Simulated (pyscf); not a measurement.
PySCF, gas phase, ωB97X-D3(BJ)/def2-SVP geometries. MP2 and CC: frozen core, UHF for open shells. ΔMP2 is the change of the MP2 total energy from the triple- to the quadruple-zeta basis. Singlets are restricted, triplets unrestricted.

Singlet (Å):
```xyz
3

Cl     0.8959     2.1457     0.4705
Ge     1.1310     0.3575    -0.7607
H      0.0635    -0.4958     0.0609
```

Triplet (Å):
```xyz
3

Cl     0.5995    -0.2231    -1.5594
Ge     1.4445     0.4927     0.2939
H      0.8955    -0.1917     1.5769
```

Question: For these two minima of Cl–GeH: (SMILES [Cl][GeH]), which spin state lies lower at CCSD(T)/def2-TZVPP + ΔMP2(QZVPP), and by how much (electronic energies)?

Answer: The singlet, by 40.7 kcal/mol. Zero-point energy shifts E(triplet) − E(singlet) by -0.2 kcal/mol. 

E(triplet) − E(singlet) by level (kcal/mol):

```csv
level,gap
ωB97X-D3(BJ)/def2-TZVP,+41.8
PBE/def2-TZVP,+38.6
r²SCAN/def2-TZVP,+33.9
B3LYP-D3(BJ)/def2-TZVP,+41.4
PBE0-D3(BJ)/def2-TZVP,+36.6
M06-2X/def2-TZVP,+34.7
ωB97M-D3(BJ)/def2-TZVP,+41.5
HF/def2-TZVP,+24.2
MP2/def2-QZVPP,+39.1
CCSD/def2-TZVPP,+37.4
CCSD(T)/def2-TZVPP,+38.0
CCSD(T)/def2-TZVPP + ΔMP2(QZVPP),+40.7
```

The triplet is the lowest one reached from the SCF start used. The CCSD(T) − MP2 part came from Ansatz, without density fitting, on the same reference. The frozen core leaves the outer d or s,p core shells of the metals and heavy elements correlated in the MP2 and CC values, and def2-TZVPP describes them poorly, which can shift differences by a few kcal/mol. Elements up to Kr have no core potential and no relativistic terms here.
